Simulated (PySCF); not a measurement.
(E)-2-chloro-1-fluoroprop-1-ene (C3H4ClF), SMILES C/C(Cl)=C\F.

Geometry optimised at PBE-D3(BJ)/def2-SVP.

The numbers are results of PBE-D3(BJ)/def2-SVP (PySCF), not measurements.

Frequencies are harmonic and unscaled.

Computed harmonic wavenumbers and intensities:
| mode | ν (cm⁻¹) | IR (km/mol) | moving atoms (share of kinetic energy) |
|---|---|---|---|
| 1 | 177 | 0.2 | H 96 % |
| 2 | 235 | 4.6 | C 41 %, F 34 %, H 15 %, Cl 10 % |
| 3 | 274 | 1.2 | C 54 %, F 26 %, H 11 %, Cl 9 % |
| 4 | 314 | 1.9 | C 47 %, H 22 %, Cl 21 %, F 10 % |
| 5 | 413 | 11.0 | C 62 %, H 36 % |
| 6 | 461 | 2.9 | Cl 46 %, F 35 %, C 16 % |
| 7 | 747 | 15.9 | C 65 %, H 22 %, Cl 8 % |
| 8 | 800 | 16.6 | H 68 %, C 31 % |
| 9 | 956 | 7.0 | C 50 %, H 47 % |
| 10 | 1009 | 0.1 | H 68 %, C 32 % |
| 11 | 1083 | 112.7 | C 63 %, H 30 % |
| 12 | 1156 | 96.8 | C 47 %, F 30 %, H 24 % |
| 13 | 1281 | 0.4 | H 80 %, C 20 % |
| 14 | 1349 | 9.3 | H 63 %, C 36 % |
| 15 | 1395 | 12.3 | H 97 % |
| 16 | 1400 | 1.6 | H 95 % |
| 17 | 1696 | 16.9 | C 94 % |
| 18 | 2972 | 11.1 | H 97 % |
| 19 | 3049 | 5.0 | H 91 %, C 9 % |
| 20 | 3091 | 2.1 | H 91 %, C 9 % |
| 21 | 3145 | 3.3 | H 91 %, C 9 % |
